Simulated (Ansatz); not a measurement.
Consider the isomerisation: `OC([SiH3])[SiH2]Cl` → `O[SiH2]C([SiH3])Cl`.

Calculated with Ansatz (gas phase, PBE0-D4/def2-TZVP geometries, no zero-point term in ΔE). CCSD(T)/CBS is the MP2 limit (def2-TZVPP, def2-QZVPP) plus CCSD(T) − MP2 in def2-TZVPP, frozen cores. DFT in def2-TZVPP. B3LYP here is the variant with VWN-RPA as its local correlation; programs differ in this. One conformer a species, not always the lowest.

`OC([SiH3])[SiH2]Cl`:

Cartesian coordinates in Å:
```
O 0.058 -0.083 1.753
C -0.066 -0.450 0.381
Si -1.717 0.229 -0.246
Si 1.389 0.172 -0.631
Cl 3.087 -0.394 0.406
H 0.940 -0.327 2.057
H -0.111 -1.545 0.259
H -2.837 -0.344 0.540
H -1.735 1.710 -0.143
H -1.857 -0.166 -1.675
H 1.434 -0.451 -1.975
H 1.416 1.649 -0.727
```

`O[SiH2]C([SiH3])Cl`:

Z-matrix (Å, degrees):
```
Si
C 1 1.881
O 1 1.641 2 111.1
H 1 1.482 2 109.3 3 -117.0
H 1 1.486 2 107.2 3 122.8
Cl 2 1.806 1 106.3 3 -55.0
Si 2 1.883 1 116.1 3 -175.4
H 2 1.094 1 109.7 3 59.6
H 3 0.960 1 116.3 2 54.9
H 7 1.484 2 109.8 1 178.6
H 7 1.483 2 109.3 1 57.9
H 7 1.488 2 108.4 1 -61.6
```

| level | ΔE (kJ/mol) | difference from CCSD(T)/CBS |
| --- | --- | --- |
| PBE-D4 | -29.9 | 13.5 |
| r2SCAN-D4 | -36.8 | 6.6 |
| PBE0-D4 | -32.6 | 10.8 |
| B3LYP-D4 | -37.9 | 5.5 |
| ωB97X-V | -35.8 | 7.6 |
| ωB97M-V | -37.9 | 5.5 |
| B2PLYP | -41.0 | 2.4 |
| PBE | -29.0 | 14.4 |
| r2SCAN | -36.7 | 6.7 |
| PBE0 | -31.9 | 11.5 |
| B3LYP | -36.3 | 7.1 |
| HF/def2-TZVPP | -42.5 | 0.9 |
| MP2/def2-TZVPP | -46.6 | -3.2 |
| SCS-MP2/def2-TZVPP | -46.2 | -2.8 |
| CCSD/def2-TZVPP | -42.2 | 1.2 |
| CCSD(T)/def2-TZVPP | -42.4 | 1.0 |
| HF/def2-QZVPP | -43.5 | -0.1 |
| MP2/def2-QZVPP | -47.5 | -4.1 |
| SCS-MP2/def2-QZVPP | -46.9 | -3.5 |
| HF/CBS(def2) | -43.6 | -0.2 |
| MP2/CBS(def2) | -47.6 | -4.2 |
| CCSD/CBS(def2) | -43.2 | 0.2 |
| CCSD(T)/CBS | -43.4 | 0 |

Largest T1 diagnostic among the species: 0.011.
